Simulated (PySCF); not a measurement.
# Frontier orbitals and the lowest excitations

Compound: C2H4GeS.
Cartesian coordinates in Å at the PBE0-D3(BJ)/def2-SVP level; atoms count from 1:
```xyz
8
C2H4GeS angstrom
C      2.0641    0.3746   -0.0614
C      0.9432   -0.0971   -0.0781
Ge    -0.8157   -0.8146   -0.0820
S     -2.2680    0.7348   -0.7432
H      3.0547    0.7941   -0.0530
H     -1.1415   -1.3110    1.3339
H     -0.9209   -1.9376   -1.1186
H     -1.9245    1.6106    0.2265
```

Computed with TDDFT CAM-B3LYP/def2-SVPD, vertical, gas phase, core orbitals frozen in the response (PySCF 2.14.0, density-fitted response routines). Relativistic effects, spin–orbit coupling among them, are left out although an element past zinc is present.

Kohn–Sham orbitals with the atoms that hold most of them (Löwdin shares over 4%, at most four atoms; ? is withheld):

```tsv
orbital	ε (eV)	atoms
HOMO-3	-10.98	S4 50%, Ge3 18%, C2 13%, C1 9%
HOMO-2	-9.74	C2 40%, C1 40%, Ge3 8%, H7 4%
HOMO-1	-9.66	?
HOMO	-8.78	S4 78%, Ge3 8%, H8 6%
LUMO	0.27	?
LUMO+1	0.67	Ge3 35%, S4 25%, H6 8%, H8 8%
LUMO+2	1.04	C1 28%, C2 26%, Ge3 22%, H5 7%
```

Problem. Which atoms hold the HOMO-1, and with what shares?

Solution. C2 (bonded to C and Ge) 35%; C1 (bonded to C and H) 35%; S4 (bonded to Ge and H) 14%; Ge3 (bonded to C, S and 2 H) 7%. By element: carbon 70%, sulfur 14%, germanium 7%.

Problem. Give the leading atoms of the LUMO.

Solution. S4 (bonded to Ge and H) 31%; Ge3 (bonded to C, S and 2 H) 24%; C2 (bonded to C and Ge) 15%; C1 (bonded to C and H) 15%. By element: sulfur 31%, carbon 30%, germanium 24%.

Problem. The HOMO–LUMO gap is 9.05 eV. Where does the response calculation put the lowest singlet, and from which orbitals?

Solution. S1 is at 5.64 eV (f = 0.018), 3.41 eV below the gap, made of HOMO→LUMO (77%), HOMO→LUMO+1 (12%). 

Next come S2 at 5.93 eV (f 0.0004), HOMO-2→LUMO (45%), HOMO-1→LUMO (17%), HOMO-2→LUMO+3 (10%); S3 at 5.99 eV (f 0.019), HOMO→LUMO+1 (59%), HOMO→LUMO (17%), HOMO→LUMO+3 (11%); S4 at 6.26 eV (f 0.0099), HOMO-1→LUMO+2 (27%), HOMO-2→LUMO (21%), HOMO-1→LUMO (18%); S5 at 6.29 eV (f 0.0053), HOMO-2→LUMO+2 (33%), HOMO-1→LUMO+2 (28%), HOMO-1→LUMO (13%).

Time: 2.1 min. Hardware: Arm Neoverse N1, one thread, on a shared host.

One conformer stands for the species.
